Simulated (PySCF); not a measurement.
Compound: Si(vinyl)3(OSiMe3), C9H18OSi2.
Bonds: Si1–C2, Si1–C7, Si1–C12, Si1–O17, C2–C3, C7–C8, C12–C13, O17–Si18, Si18–C19, Si18–C20, Si18–C21. Hydrogens: H4 on C2; H5, H6 on C3; H9 on C7; H10, H11 on C8; H14 on C12; H15, H16 on C13; H22, H23, H24 on C19; H25, H26, H27 on C20; H28, H29, H30 on C21.

Method: PySCF 2.14.0, density-fitted response routines, TDDFT B3LYP/def2-SVPD, vertical, gas phase, core orbitals frozen in the response. The structure is a single PBE0-D3(BJ)/def2-SVP conformer in the gas phase; no vibrational or solvent corrections.

Orbital energies (eV): HOMO-3 -7.76, HOMO-2 -7.58, HOMO-1 -7.53, HOMO -7.37, LUMO -0.95, LUMO+1 -0.70, LUMO+2 0.09.

Among the lowest singlets, which states do these configurations lead, and at what energies: HOMO→LUMO+1, HOMO-1→LUMO?

```csv
state,leading configuration,weight,Δε (eV),E (eV),E − Δε (eV),f,other configurations
S1,HOMO-1→LUMO,0.61,6.58,5.60,-0.98,0.012,H-2→L (26%)
S3,HOMO→LUMO+1,0.70,6.67,5.85,-0.83,0.0019,–
```

E − Δε runs from -0.98 to -0.83 eV. Among themselves, these states come in the order of their orbital differences. Δε is the difference of the two orbital energies.

H and L stand for HOMO and LUMO. The other states: S2 5.82 eV, f 0.032, H-2→L (26%), H→L+1 (21%), H-1→L (20%); S4 5.91 eV, f 0.024, H-3→L (43%), H→L (24%), H-2→L (18%); S5 5.93 eV, f 0.0088, H-1→L+1 (43%), H-2→L+1 (32%); S6 6.10 eV, f 0.150, H→L (37%), H-3→L (35%), H-2→L (10%); S7 6.14 eV, f 0.017, H-2→L+1 (49%), H-1→L+1 (28%), H-3→L+1 (13%); S8 6.44 eV, f 0.0008, H-4→L+1 (37%), H-4→L (24%), H-5→L+1 (24%); S9 6.46 eV, f 0.0018, H-4→L (48%), H-4→L+1 (18%), H→L+2 (15%); S10 6.54 eV, f 0.0028, H-5→L (72%).

Triplets, Tamm–Dancoff:

```json
{"state": "T1", "E (eV)": "4.15", "λ (nm)": "298.9", "main configurations (H = HOMO, L = LUMO)": "H→L (68%), H-4→L+2 (10%)"}
{"state": "T2", "E (eV)": "4.21", "λ (nm)": "294.4", "main configurations (H = HOMO, L = LUMO)": "H-3→L+1 (52%), H-1→L+1 (22%), H-2→L+1 (11%)"}
{"state": "T3", "E (eV)": "4.32", "λ (nm)": "287.3", "main configurations (H = HOMO, L = LUMO)": "H→L+2 (32%), H-4→L (24%), H-2→L (21%)"}
{"state": "T4", "E (eV)": "5.30", "λ (nm)": "234.0", "main configurations (H = HOMO, L = LUMO)": "H-1→L (47%), H-2→L (29%), H-6→L (12%)"}
```

Summed over the main configurations (up to three a state, each over 8%) of all 10 singlets, the electron leaves HOMO with weight 1.67, HOMO-2 with weight 1.61, HOMO-1 with weight 1.52 and HOMO-4 with weight 1.27.

On an Intel Xeon at 2.60 GHz with 2 threads, no GPU, shared host with 128 logical CPUs at a one-minute load of 24, this took 2.2 min wall, 4.7 min CPU (with the writing of density and orbital grids) and 2.4 GiB of memory at its peak.
